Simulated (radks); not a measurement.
Results of a calculation; reference values are marked as such.
Species: Hf66+. Configuration: [He] 2s2 2p2.

Code: a radial shooting solver on a logarithmic mesh with Libxc functionals. Model: scalar-relativistic Kohn-Sham, r2SCAN, spin-polarised, spherical densities, finite nucleus; open shells are filled with parallel spins first (spin-orbit coupling, left out, can overturn this in heavy ions); meta-GGA in the generalised Kohn-Sham scheme; Fermi nuclear charge, rms radius 5.347 fm.

Energy parts (hartree):
| part | energy |
|---|---|
| total | -8120.8457 |
| kinetic | 9317.9073 |
| electron-nucleus | -17689.1839 |
| Hartree | 337.3107 |
| exchange-correlation | -86.8797 |

Orbitals (lengths in bohr, moments of r in powers of bohr):
orbital  occ.  eigenvalue (hartree)      <r>      <r^2>  <1/r>
1s up       1             -2667.378  0.01894  0.0004922  83.94
1s down     1             -2665.395  0.01892  0.0004913  84.00
2s up       1             -644.0085  0.07754   0.007085  20.38
2s down     1             -640.8037  0.07772   0.007118  20.30
2p up       2             -598.7392  0.06851   0.005692  18.55
2p down     0             -594.8339  0.06874   0.005732  18.50
3s up       0             -271.2038   0.1822    0.03784  8.543
3s down     0             -269.0995   0.1812    0.03750  8.615
3p up       0             -257.8677   0.1764    0.03600  8.016
3p down     0             -255.6716   0.1755    0.03567  8.084

The highest occupied level is 2p up at -16292.5 eV. The spin density at the nucleus is -80.2 e/bohr^3 (1s -727.2, 2s 647.0). Spin moment in Bohr magnetons: 2. The density falls to 0.001 e/bohr^3 at r = 0.30 bohr.
